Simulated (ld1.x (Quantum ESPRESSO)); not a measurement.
## Transferability test, PAW potential for chlorine (Cl)

Cl, PAW, made with ld1.x (Quantum ESPRESSO) 7.5 (PBE, scalar-relativistic). Core [Ne], reference 3s2 3p3 (charge +2). Waves: 3s (bound): rcut 1.05, rcutus 1.28 bohr; 3s channel at -2.4 Ry: rcut 1.05, rcutus 1.28 bohr; 3p (bound): rcut 0.80, rcutus 1.10 bohr; 3p channel at -1.35 Ry: rcut 0.80, rcutus 1.10 bohr. Local part: all-electron potential smoothed inside 0.95 bohr (lloc = -1). Core correction: Bessel-smoothed model core inside 0.95 bohr. Augmentation charge: PSQ, inside the norm-conserving radii.

Energies are relative to the spin-unpolarised reference configuration 3s2 3p3; without spin polarisation the order of configurations can differ from experiment.

| valence configuration | charge | ΔE all-electron (eV) | error AE − PS (meV) |
| --- | --- | --- | --- |
| 3s2 3p5 | 0 | -39.322 | +0.4 |
| 3s2 3p2 | +3 | 38.307 | -8.4 |
| 3s1 3p5 | +1 | -12.738 | +0.4 |
| 3s2 3p1 | +4 | 90.550 | -42 |
| 3s2 3p5.3 | -0.3 | -41.460 | +0.6 |

What are ΔE and the potential's error for 3s2 3p4?

ΔE = -25.447 eV all-electron; the error (AE − PS) is +0.5 meV.

What are ΔE and the potential's error for 3s2 3p4.5?

ΔE = -33.740 eV all-electron; the error (AE − PS) is +0.3 meV.
